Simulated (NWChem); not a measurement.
Species: C$_{4}$H$_{7}$F; SMILES CC1(F)CC1

```xyz
12

C      1.0575    -1.1842     0.0000
C     -0.0278    -0.1527     0.0000
F     -1.2674    -0.7321     0.0000
C      0.0770     1.1265    -0.7567
C      0.0770     1.1265     0.7567
H      0.9793    -1.8241    -0.8923
H      2.0481    -0.7087     0.0000
H      0.9793    -1.8241     0.8923
H     -0.8329     1.4719    -1.2538
H      1.0065     1.3489    -1.2883
H     -0.8329     1.4719     1.2538
H      1.0065     1.3489     1.2883
```
Atoms are numbered in this order, from 1.

All runs: NWChem. Geometry optimised at PBE0/def2-SVP; all other runs use it. 

| quantity | level | value |
|---|---|---|
| solvation free energy (kcal/mol) in water | PBE0/def2-SVP, SMD | -0.3 |
| −ε(HOMO) (eV) | PBE/def2-SVP | 6.25 |
| vertical, lowest state with f > 0.02, singlet (eV) | PBE/def2-SVPD, TDA | 6.63 |
| anisotropy (bohr³), static | PBE/def2-SVPD | 6.5 |
| dipole (D) | PBE0/def2-SVP | 1.61 |
| highest harmonic frequency (cm⁻¹) | PBE0/def2-SVP | 3261 |
